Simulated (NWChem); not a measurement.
Molecule: C$_{2}$H$_{9}$NSi; SMILES CCN[SiH3]

```xyz
13

C      0.1693    -2.3709    -0.2242
C     -0.5058    -1.0691     0.2056
N      0.4229     0.0531     0.2169
Si    -0.0312     1.7077    -0.0923
H     -0.5535    -3.2117    -0.2435
H      0.9819    -2.6474     0.4809
H      0.6194    -2.2649    -1.2316
H     -1.3256    -0.8264    -0.5065
H     -1.0059    -1.2227     1.1950
H      1.2367    -0.1014     0.8189
H     -0.9349     2.3627     0.9346
H     -0.7639     1.7640    -1.4075
H      1.2409     2.5087    -0.1542
```
Atoms are numbered in this order, from 1.

Program: NWChem. Structure relaxed at the PBE-D3(BJ)/def2-SVP level. Total energies compare along this basis series because the functional is fixed.

| level | basis functions | energy (Ha) | highest occupied level (eV) | orbital gap (eV) | dipole (D) |
|---|---|---|---|---|---|
| Hartree-Fock/cc-pVDZ | 105 | -424.3696 | -9.99 | 14.24 | 1.17 |
| Hartree-Fock/aug-cc-pVDZ | 177 | -424.3782 | -10.04 | 11.00 | 1.15 |
| Hartree-Fock/cc-pVTZ | 250 | -424.4303 | -10.09 | … | 1.18 |

Task: Fill in the missing entries.

Result: 
- Hartree-Fock/cc-pVTZ, orbital gap (eV): 13.56
